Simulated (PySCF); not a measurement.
**From computed data to an observable: chemical shift, span and skew from a shielding tensor**

CH10O2Si3, SMILES C[Si@@H](O)[Si@H](O)[SiH3]. Atoms are numbered in the order given.

```xyz
16

C      2.2500    -0.2430     0.8630
Si     1.3277     0.4899    -0.5987
O      1.3847    -0.4819    -1.9675
Si    -0.9137     0.7137     0.0353
O     -1.0920     1.4768     1.5283
Si    -1.6948    -1.4671     0.2951
H      3.3253    -0.3581     0.6538
H      2.1322     0.4146     1.7407
H      1.8425    -1.2308     1.1342
H      1.9636     1.7777    -0.9984
H      0.8465    -1.2799    -1.9553
H     -1.7206     1.3917    -1.0306
H     -0.8037     2.3947     1.5692
H     -0.9729    -2.1368     1.4180
H     -3.1649    -1.5718     0.5225
H     -1.3572    -2.2123    -0.9621
```
Charge 0, spin multiplicity 1.

Geometry optimised at ωB97X-D3(BJ)/def2-SVP. The structure was generated by enumeration; whether it is a known compound was not checked. Other conformers were not sampled.

GIAO shieldings from B3LYP/pcSseg-1 in PySCF, non-relativistic, no solvent. The symmetric part of the tensor of C1 has the principal values 164.4, 181.8, 186.7 ppm. The same nucleus in TMS has σ = 181.3 ppm at this level (PySCF, at its B3LYP-D3(BJ)/def2-TZVP geometry).

**Question.** Work out the isotropic shielding, the ¹³C shift against TMS, the span and the skew.

**Answer.** 
σ(iso) = (σ11 + σ22 + σ33)/3 = 177.6 ppm. δ = σ(ref) − σ(iso) = 181.3 − (177.6) = 3.7 ppm.
Span Ω = σ33 − σ11 = 22.3 ppm. Skew κ = 3(σ(iso) − σ22)/Ω = -0.56. Tumbling in solution averages the tensor to δ; in a static solid the shielding alone would spread this spin-1/2 line over Ω.
